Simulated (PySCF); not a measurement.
## Electron correlation in Ba⁺ (barium, charge +1)

[Xe] 6p1, 2P determinant (an excited configuration). Computed with PySCF 2.14 in aug-cc-pwCVTZ-X2C, with the spin-free X2C one-electron Hamiltonian (Gaussian nucleus). Frozen: [Kr] 4d10; 9 electrons correlated.

MP2 pair energies summed by pair of shells (mhartree):

```json
{"pair": "5p-5p", "energy": "-105.21", "share (%)": "71.6"}
{"pair": "5s-5p", "energy": "-25.58", "share (%)": "17.4"}
{"pair": "5p-6p", "energy": "-10.41", "share (%)": "7.1"}
{"pair": "5s-5s", "energy": "-5.24", "share (%)": "3.6"}
{"pair": "5s-6p", "energy": "-0.46", "share (%)": "0.3"}
```

Total MP2 correlation energy: -146.89 mhartree.

Same-spin part -39.55 and opposite-spin part -107.34 mhartree; SCS-MP2 scales them by 1/3 and 6/5 to -141.99 mhartree.
